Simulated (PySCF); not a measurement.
Compound: C₅H₆ClO₂ (charge -1).
SMILES with atom numbers: `[CH2:1]=[CH:2][C@@H:3]([CH2:4][Cl:5])[C:6](=[O:7])[O-:8]` (hydrogens: H9, H10 on C1; H11 on C2; H12 on C3; H13, H14 on C4)

A GFN2-xTB structure was refined with PBE0-D3(BJ)/def2-SVP geometry optimisation, gas phase (PySCF). Its GFN2-xTB values:

```json
{"coordinate": "C1=C2", "GFN2-xTB": "1.343 Å"}
{"coordinate": "C1–H9", "GFN2-xTB": "1.086 Å"}
{"coordinate": "C1–H10", "GFN2-xTB": "1.050 Å"}
{"coordinate": "C2–C3", "GFN2-xTB": "1.484 Å"}
{"coordinate": "C2–H11", "GFN2-xTB": "1.092 Å"}
{"coordinate": "C3–C4", "GFN2-xTB": "1.448 Å"}
{"coordinate": "C3–C6", "GFN2-xTB": "1.686 Å"}
{"coordinate": "C3–H12", "GFN2-xTB": "1.081 Å"}
{"coordinate": "C4–Cl5", "GFN2-xTB": "1.830 Å"}
{"coordinate": "C4–H13", "GFN2-xTB": "1.085 Å"}
{"coordinate": "C4–H14", "GFN2-xTB": "1.131 Å"}
{"coordinate": "C6=O7", "GFN2-xTB": "1.214 Å"}
{"coordinate": "C6–O8", "GFN2-xTB": "1.216 Å"}
{"coordinate": "C1–C2–C3", "GFN2-xTB": "126.6°"}
{"coordinate": "C2–C3–C4", "GFN2-xTB": "113.3°"}
{"coordinate": "C2–C3–C6", "GFN2-xTB": "105.9°"}
{"coordinate": "C3–C4–Cl5", "GFN2-xTB": "114.8°"}
{"coordinate": "C3–C6–O7", "GFN2-xTB": "112.9°"}
{"coordinate": "C3–C6–O8", "GFN2-xTB": "113.9°"}
{"coordinate": "C4–C3–C6", "GFN2-xTB": "105.5°"}
{"coordinate": "O7–C6–O8", "GFN2-xTB": "133.3°"}
{"coordinate": "C1–C2–C3–C4", "GFN2-xTB": "142°"}
{"coordinate": "C2–C3–C4–Cl5", "GFN2-xTB": "-63°"}
{"coordinate": "C2–C3–C6–O7", "GFN2-xTB": "109°"}
```

Question: How do these coordinates change at the PBE0-D3(BJ)/def2-SVP level?

Answer: 
```
  coordinate  PBE0-D3(BJ)/def2-SVP (Å or °)  change
       C3–C6                          1.611  -0.075
       C3–C4                          1.508  +0.060
      C1–H10                          1.095  +0.045
      C4–H14                          1.098  -0.033
       C6–O8                          1.244  +0.028
       C6=O7                          1.234  +0.020
      C3–H12                          1.100  +0.019
      C4–H13                          1.097  +0.012
       C1–H9                          1.095  +0.009
       C1=C2                          1.337  -0.006
      C2–H11                          1.098  +0.006
      C4–Cl5                          1.824  -0.006
       C2–C3                          1.485  +0.001
    C2–C3–C6                          109.0    +3.1
    C3–C6–O7                          115.1    +2.2
    O7–C6–O8                          131.8    -1.5
    C4–C3–C6                          104.6    -0.9
    C2–C3–C4                          112.5    -0.8
    C3–C6–O8                          113.1    -0.8
   C3–C4–Cl5                          114.6    -0.2
    C1–C2–C3                          126.4    -0.2
 C1–C2–C3–C4                            123     -19
 C2–C3–C6–O7                            118      +9
C2–C3–C4–Cl5                            -62      +1
```

The energy falls by 19.1 kJ/mol over 12 energy and gradient evaluations, the largest force component goes from 0.0476 to 2.3e-04 Eh/bohr, and the atoms move by 0.199 Å rms after alignment. The bond that changes most is C3–C6 (sp3 carbon next to a carbonyl to carboxylate carbon), which shortens by 0.075 Å. Bonds longer at the end by more than 0.005 Å: 8 of 13; shorter: 4. Among the dihedrals that turn most is C1–C2–C3–C4, from 142° to 123°. Rotational constants go from 2348, 1091, 861.8 to 2308, 1101, 873.7 MHz.

The run used 146 basis functions and 86 SCF cycles in all.

PBE0-D3(BJ)/def2-SVP frequencies: not computed here. The geometry's basis has no diffuse functions, a weakness for an anion.

One conformer stands for the species.
